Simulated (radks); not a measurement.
The nuclear charge of neutral thallium is varied continuously with 81 electrons held in [Hg] 6p1. Method: non-relativistic Kohn-Sham, PBE, spin-polarised, spherical densities, point nucleus; open shells are filled with parallel spins first (spin-orbit coupling, left out, can overturn this in heavy ions); relativity is left out, which matters for an element this heavy; computed with a radial shooting solver on a logarithmic mesh with Libxc functionals. By the Hellmann-Feynman theorem dE/dZ = E(electron-nucleus)/Z, the electronic potential at the nucleus.

| Z | E (hartree) | E(electron-nucleus)/Z (hartree) | HOMO | e(HOMO) (eV) | <r> HOMO (bohr) |
|---|---|---|---|---|---|
| 80.8 | -18854.2643 | -555.569 | 6p | -1.625 | 4.137 |
| 80.9 | -18909.8667 | -556.479 | 6p | -2.211 | 3.977 |
| 81 | -18965.5600 | -557.387 | 6p | -2.827 | 3.842 |
| 81.1 | -19021.3441 | -558.295 | 6p | -3.470 | 3.726 |
| 81.2 | -19077.2190 | -559.202 | 6p | -4.139 | 3.623 |
| 81.3 | -19133.1845 | -560.108 | 6p | -4.832 | 3.531 |
| 81.4 | -19189.2406 | -561.014 | 6p | -5.546 | 3.449 |
| 81.5 | -19245.3872 | -561.919 | 6p | -6.282 | 3.374 |
| 81.6 | -19301.6243 | -562.823 | 6p | -7.038 | 3.305 |
| 81.7 | -19357.9518 | -563.727 | 6p | -7.813 | 3.241 |
| 81.8 | -19414.3696 | -564.630 | 6p | -8.607 | 3.182 |
| 81.9 | -19470.8778 | -565.533 | 6p | -9.418 | 3.127 |
| 82 | -19527.4763 | -566.436 | 6p | -10.247 | 3.076 |

The central difference of E at Z = 81 is -557.387 hartree, to compare with the third column; the second derivative is -9.08 hartree.
